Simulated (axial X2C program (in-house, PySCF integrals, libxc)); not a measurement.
**Correcting the dissociation energy of BTe for spin–orbit coupling**

A spin-free PBE0 curve (one-electron X2C) was computed with an in-house relativistic program for diatomic molecules, basis Te dyall-cv3z [11s12p8d4f1g], B dyall-v3z [7s6p2d1f] (cores contracted in-house), for the state M_S = 1/2, Λ = 0 (beyond evenly filled blocks: σα). It gives D0 = 3.996 eV to Te + B, which in a spin-free picture are the weighted means of the ground terms.

Measured levels of the ground terms (NIST Handbook of Basic Atomic Spectroscopic Data), in cm⁻¹: Te 3P: J = 2 at 0, J = 0 at 4706.5, J = 1 at 4750.7; B 2P: J = 1/2 at 0, J = 3/2 at 15.3.

The molecular state has Λ = 0, so it has no first-order lowering.

(1) How far does each ground level lie under the (2J+1)-weighted mean of its term?

(2) Correct D0.

Second-order spin–orbit effects in the molecule, which grow quickly with Z, are left out. The state is one determinant whose occupation by symmetry is held fixed; it was picked as the lowest of a PBE0 search that is not exhaustive. De is counted from the lowest determinant-based energies of the atoms at the same level, without counterpoise correction.

## Answers

(1) Te: (5 × 0 + 1 × 4706.5 + 3 × 4750.7)/9 = 2107 cm⁻¹; B: (2 × 0 + 4 × 15.3)/6 = 10 cm⁻¹.

(2) D0 = 3.996 + (0 − 2117)/8065.5 = 3.734 eV at PBE0 with these spin–orbit terms.
